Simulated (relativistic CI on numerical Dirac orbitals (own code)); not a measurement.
Method of calculation: Dirac-Coulomb-Breit CI, separate exchange-only KLI orbitals for each configuration, model QED (radiative potential, 1s self-energy scaled to tabulated hydrogen-like ionisation energies), unscaled Slater integrals (own radial code, finite nucleus).

Configuration list (outside the closed core 1s2): 2s, 2p, 3s, 3p, 3d, 4s, 4p, 4d, 4f, 5s, 5p, 5d, 5f, 5g, 6s, 6p, 6d. Levels of other configurations are missing.

At this charge energies of transitions that change n are usually good to better than 1 %, and those within a shell (Δn = 0) to a few per cent.

Outline of the computed level scheme of Tc XLI. Lowest level of each configuration: 2s 2S_1/2 at 0.00 eV; 2p 2P°_1/2 at 88.86 eV; 3s 2S_1/2 at 3372.77 eV; 3p 2P°_1/2 at 3397.39 eV; 3d 2D_3/2 at 3447.23 eV; 4s 2S_1/2 at 4537.20 eV; 4p 2P°_1/2 at 4547.31 eV; 4d 2D_3/2 at 4568.25 eV; 4f 2F°_5/2 at 4573.87 eV.

Some strong electric-dipole decays among the lowest 15 levels: 3d 2D_5/2 → 2p 2P°_3/2 (1.8e+14 s⁻¹); 3d 2D_3/2 → 2p 2P°_1/2 (1.6e+14 s⁻¹); 3p 2P°_1/2 → 2s 2S_1/2 (6.7e+13 s⁻¹); 3p 2P°_3/2 → 2s 2S_1/2 (6.1e+13 s⁻¹); 4d 2D_5/2 → 2p 2P°_3/2 (5.9e+13 s⁻¹); 4d 2D_3/2 → 2p 2P°_1/2 (5.3e+13 s⁻¹); 4f 2F°_7/2 → 3d 2D_5/2 (3.9e+13 s⁻¹); 4f 2F°_5/2 → 3d 2D_3/2 (3.7e+13 s⁻¹).
